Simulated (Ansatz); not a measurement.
C₂H₆AlNOSi. Charge 0, multiplicity 1. The bonds changed during the relaxation, so this is another structure than the one it started from.

```xyz
12

C    -1.9886   -1.5465    0.1143
C    -0.9471   -0.5126   -0.0127
N    -1.1479    0.7644    0.0620
Al    0.7156    0.4763   -0.1883
O     1.9898    0.8110    0.9581
Si    2.8337    1.2460   -0.4353
H    -2.9905   -1.1276    0.2613
H    -1.7414   -2.2042    0.9525
H    -1.9835   -2.1793   -0.7774
H    -2.0770    1.1592    0.2243
H     4.0649    0.4397   -0.6899
H     3.2720    2.6736   -0.4690
```

Give the diagnostics of a CCSD(T)/def2-TZVPP run (frozen core, Ansatz). (Estimate.)

Ansatz gave: T1 = 0.0149, largest single amplitude 0.018, largest double 0.045, (T) share of the correlation energy 4.2 %, 10 CCSD cycles. The RHF solution is stable towards an unrestricted one. T1 lies under the customary mark of 0.02 for closed shells.
